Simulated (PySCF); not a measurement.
## B⁺ (boron, charge +1) across methods

[He] 2s1 3s1, high-spin 3S determinant (an excited configuration). Calculation: PySCF 2.14, in aug-cc-pCVTZ-DK with one added diffuse shell each of s, p, d, f type (8s7p5d3f, 75 functions); scalar relativity by spin-free X2C-1e.

| method | E (hartree) | mean ε 1s β (eV) | mean ε 2s α (eV) | mean ε 3s α (eV) | Σ⟨r²⟩ (bohr²) | ⟨S²⟩ |
| --- | --- | --- | --- | --- | --- | --- |
| UHF | -23.70550 | -231.53 | -31.649 | -8.804 | 29.36 | 2.000 |
| LDA | -23.4785 | -201.09 | -25.969 | -7.234 | 28.11 | 2.000 |
| revPBE | -23.7763 | -203.24 | -26.145 | -7.301 | 27.82 | 2.000 |
| BP86 | -23.7682 | -203.43 | -26.195 | -7.340 | 27.89 | 2.000 |
| r2SCAN | -23.7593 | -206.37 | -26.498 | -7.220 | 28.69 | 2.000 |
| PBE | -23.7338 | -203.02 | -26.154 | -7.289 | 27.85 | 2.000 |
| BHandHLYP | -23.7714 | -218.11 | -28.943 | -7.952 | 28.58 | 2.000 |
| PBE0 | -23.7418 | -210.34 | -27.618 | -7.751 | 28.13 | 2.000 |

(1) Estimate the same row for M06-2X.

The outer electron is Rydberg-like, and this basis confines it to a smaller radius and binds it less than a complete one would.

Results:

(1) E (hartree) = -23.7823; mean ε 1s β (eV) = -217.22; mean ε 2s α (eV) = -28.624; mean ε 3s α (eV) = -8.408; Σ⟨r²⟩ (bohr²) = 26.75; ⟨S²⟩ = 2.000.
